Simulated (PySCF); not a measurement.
Isomers of C5H11NO, one conformer each; single-point electronic energies without zero-point terms and without any empirical dispersion term.

All values: PBE0/pcSseg-1 (PySCF, non-relativistic), each on one gas-phase PBE0-D3(BJ)/def2-SVP geometry that isn't relaxed in the solvent. The solvent is an IEF-PCM continuum (Bondi radii, 1.10 Å for H, scaled by 1.2). The model holds no explicit solvent molecules, cavitation or dispersion.

| isomer | relative energy, gas (kcal/mol) | dipole (D) |
| --- | --- | --- |
| `CC(C)(C)C(N)=O` | 0.0 | 3.63 |
| `CCCCC(N)=O` | 0.3 | 3.70 |
| `CCC(=O)N(C)C` | 10.5 | 3.83 |

**Question.** How do the relative energies look in chloroform (ε = 4.711)?

**Answer.** 
| isomer | relative energy, solvent (kcal/mol) | E(solvent) − E(gas) (kcal/mol) | dipole in solvent (D) |
| --- | --- | --- | --- |
| `CC(C)(C)C(N)=O` | 0.0 | -6.2 | 4.55 |
| `CCCCC(N)=O` | 0.2 | -6.4 | 4.58 |
| `CCC(=O)N(C)C` | 11.9 | -4.8 | 4.80 |

The order is unchanged. Conformers: `[CH3:1][C:2]([CH3:3])([CH3:4])[C:5]([NH2:6])=[O:7]` with C2–C5–N6–H 180° and 0°; `[CH3:1][CH2:2][CH2:3][CH2:4][C:5]([NH2:6])=[O:7]` with C1–C2–C3–C4 180°, C2–C3–C4–C5 179°, C3–C4–C5–N6 177°, C4–C5–N6–H 0° and 179°; `[CH3:1][CH2:2][C:3](=[O:4])[N:5]([CH3:6])[CH3:7]` with C1–C2–C3–O4 -1°. `CCCCC(N)=O` gains most from the continuum, while `CCC(=O)N(C)C` has the largest gas-phase dipole. The gains span 1.6 kcal/mol, the gas-phase energies 10.5 kcal/mol.
